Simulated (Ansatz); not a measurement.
# Low-lying states of ZnH

Program: Ansatz, Gaussian basis, development build. State-averaged CASSCF with equal weights; occupations are averaged over the states; levels count from the state that is lowest in CASSCF. Small basis; these aren't basis-limit values. No symmetry is imposed, so a solution can break that of the shape. Lower solutions, or ones in other orbitals, may exist. The average may hold one member of a degenerate pair alone.

Geometry: bond length 2.3925 Å. A bond is stretched, to 1.56 times the sum of the covalent radii.

Basis def2-SVP, nonrelativistic, 9 orbitals frozen in the corrections; active space CAS(13,7). Averaged: 2 doublets.

CASSCF levels: doublet 0.00, doublet 3.02 eV.

**Question.** How does SC-NEVPT2 move them?

**Answer.** doublet 0.00, doublet 2.98 eV, in the same order of listing. The lowest state stays.
